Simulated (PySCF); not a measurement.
This PySCF input asks for the NMR shieldings of `C[P@@](C=C)(=O)CCC`, C6H13OP; the geometry comes from GFN2-xTB.

```python
import basis_set_exchange as bse
import numpy as np
from pyscf import gto, dft
from pyscf.prop import nmr

atoms = """
C    -2.798772    1.950654   -0.240706
C    -2.088914    0.932898   -0.693713
P    -0.935071    0.095890    0.432425
C    -1.410964   -1.675015    0.327230
O    -0.935519    0.621147    1.802605
C     0.697854    0.234356   -0.413714
C     1.772905   -0.428695    0.437369
C     3.169999   -0.185468   -0.118848
H    -2.685917    2.258301    0.787170
H    -3.500129    2.500688   -0.848161
H    -2.159316    0.577721   -1.711545
H    -1.355439   -2.055175   -0.688156
H    -2.429221   -1.764296    0.701925
H    -0.752560   -2.246030    0.978622
H     0.902270    1.305025   -0.509947
H     0.652802   -0.200229   -1.412934
H     1.585301   -1.503934    0.490962
H     1.702765   -0.028246    1.451300
H     3.255968   -0.584226   -1.128114
H     3.386162    0.880146   -0.151039
H     3.916876   -0.668570    0.506797
"""
names = dict.fromkeys(["C", "P", "O", "H"], "pcSseg-1")
basis = {el: gto.basis.parse(bse.get_basis(n, elements=[el], fmt="nwchem")) for el, n in names.items()}
mol = gto.M(atom=atoms, basis=basis, charge=0, verbose=0)
mf = dft.RKS(mol, xc="PBE0")
mf.grids.level = 2
mf.grids.alignment = dft.numint.BLKSIZE   # the property module wants whole blocks of grid points
mf.conv_tol = 1e-9
mf.kernel()

calc = nmr.RKS(mf)   # GIAO
C = mf.mo_coeff
Co = C[:, mf.mo_occ > 0]
resp = mf.gen_response(singlet=True, hermi=2)
def vind(x):   # induced exchange potential for any number of trial vectors
    d = np.einsum("pi,xij,qj->xpq", C, 2 * x.reshape(-1, C.shape[1], Co.shape[1]), Co, optimize=True)
    return np.einsum("xpq,pi,qj->xij", resp(d - d.transpose(0, 2, 1)), C, Co, optimize=True).ravel()
mo1, _ = nmr.rhf.solve_mo1(calc, with_cphf=vind)
sigma = calc.kernel(mo1)
for i, s in enumerate(sigma):   # ppm
    w = np.linalg.eigvalsh((s + s.T) / 2)
    print("%2d %-2s iso %8.1f  s11 %8.1f  s22 %8.1f  s33 %8.1f" % (i, mol.atom_pure_symbol(i), w.mean(), *w))
```

Q: Give the expected output.

A: 
```
 0 C  iso     45.6  s11    -81.4  s22     38.7  s33    179.4
 1 C  iso     42.8  s11    -75.4  s22     52.9  s33    150.9
 2 P  iso    315.4  s11    234.4  s22    243.6  s33    468.2
 3 C  iso    169.5  s11    151.2  s22    166.7  s33    190.7
 4 O  iso    258.4  s11    141.2  s22    303.5  s33    330.7
 5 C  iso    147.7  s11    133.8  s22    140.5  s33    168.7
 6 C  iso    168.1  s11    161.3  s22    170.9  s33    172.1
 7 C  iso    168.4  s11    156.3  s22    161.3  s33    187.7
 8 H  iso     24.9  s11     20.6  s22     23.7  s33     30.4
 9 H  iso     25.2  s11     22.0  s22     25.0  s33     28.6
10 H  iso     25.4  s11     22.3  s22     25.3  s33     28.6
11 H  iso     31.0  s11     27.3  s22     28.5  s33     37.1
12 H  iso     30.3  s11     26.8  s22     28.1  s33     36.2
13 H  iso     30.0  s11     25.9  s22     29.3  s33     34.8
14 H  iso     30.3  s11     26.1  s22     30.7  s33     34.0
15 H  iso     30.6  s11     27.0  s22     30.3  s33     34.4
16 H  iso     30.4  s11     24.4  s22     31.5  s33     35.3
17 H  iso     29.6  s11     23.6  s22     30.9  s33     34.3
18 H  iso     30.8  s11     26.4  s22     29.0  s33     36.8
19 H  iso     30.7  s11     26.5  s22     28.9  s33     36.8
20 H  iso     30.2  s11     25.4  s22     27.4  s33     37.9
```

These numbers come from an equivalent density-fitted implementation of the same equations, which agrees with the script to about 0.01 ppm for H and up to a few tenths of a ppm for heavy atoms, so last digits may differ.

Q: Turn these shieldings into chemical shifts. Shifts are taken against calculated references (same method and geometry level): $^{13}$C (σref 186.93), $^{1}$H (σref 31.72) vs TMS; $^{31}$P (σref 318.38) against H3PO4; H2O for $^{17}$O (σref 336.08).

A: Averaging equivalent atoms: C 1: 144.1; C 0: 141.4; C 5: 39.3; C 6: 18.9; C 7: 18.5; C 3: 17.4; P 2: 3.0; O 4: 77.6; H 8: 6.80; H 9: 6.52; H 10: 6.35; H 17: 2.14; H 14: 1.45; H 16: 1.31; H 11/12/13: 1.28; H 15: 1.16; H 18/19/20: 1.14 ppm. Experimental scales use liquid or dissolved standards, which lie at an offset from isolated H2O (liquid H2O: subtract about 36 ppm) and H3PO4.

Size and cost of the density-fitted run: 208 basis functions, 21 s wall time on 1 thread of an AMD EPYC 9B45, shared host; peak memory 0.93 GiB.
